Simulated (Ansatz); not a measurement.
Basis sets compared for (ClBe-mu-Cl)2 (Be₂Cl₄). Charge 0, multiplicity 1. Geometry PBE0-D4/def2-SVP. Ansatz on 4 threads of Intel Xeon on a shared host; times are rough, and most runs start from earlier orbitals.

| atom | x (Å) | y (Å) | z (Å) |
| --- | --- | --- | --- |
| Be1 | 0.607 | 1.104 | -0.375 |
| Cl2 | 1.455 | 2.645 | -0.901 |
| Cl3 | 1.293 | -0.804 | -0.270 |
| Be4 | -0.607 | -1.103 | 0.376 |
| Cl5 | -1.456 | -2.645 | 0.898 |
| Cl6 | -1.292 | 0.804 | 0.273 |

B3LYP takes the VWN-RPA correlation.

Binding counts from free atoms (Be singlet, Cl doublet) in the same basis, without a counterpoise term.

```csv
level,functions,energy (Eh),HOMO (eV),LUMO (eV),binding per atom (eV),wall time
PBE-D4/def2-SVP,90,-1869.1885,-7.69,-1.41,3.52,0.6 s
PBE-D4/def2-TZVP,186,-1869.8600,-7.69,-1.43,3.49,1.1 s
r2SCAN-D4/def2-TZVP,186,-1870.5389,-8.05,-1.01,3.52,2.3 s
B3LYP-D4/6-31G,70,-1870.5582,-8.96,-0.93,3.16,0.7 s
B3LYP-D4/def2-TZVP,186,-1870.7546,-8.78,-0.84,3.37,1.8 s
PBE0-D4/def2-SVP,90,-1869.3551,-9.14,-0.62,3.46,0.85 s
PBE0-D4/def2-TZVP,186,-1870.0224,-9.09,-0.60,3.45,1.9 s
```

Estimate the rows for PBE-D4/def2-TZVPD, r2SCAN-D4/def2-TZVPD, PBE0-D4/def2-TZVPD.


| level | functions | energy (Eh) | HOMO (eV) | LUMO (eV) | binding per atom (eV) | wall time |
| --- | --- | --- | --- | --- | --- | --- |
| PBE-D4/def2-TZVPD | 228 | -1869.8642 | -7.76 | -1.57 | 3.49 | 1.8 s |
| r2SCAN-D4/def2-TZVPD | 228 | -1870.5415 | -8.10 | -1.13 | 3.52 | 3.1 s |
| PBE0-D4/def2-TZVPD | 228 | -1870.0256 | -9.15 | -0.74 | 3.46 | 2.6 s |
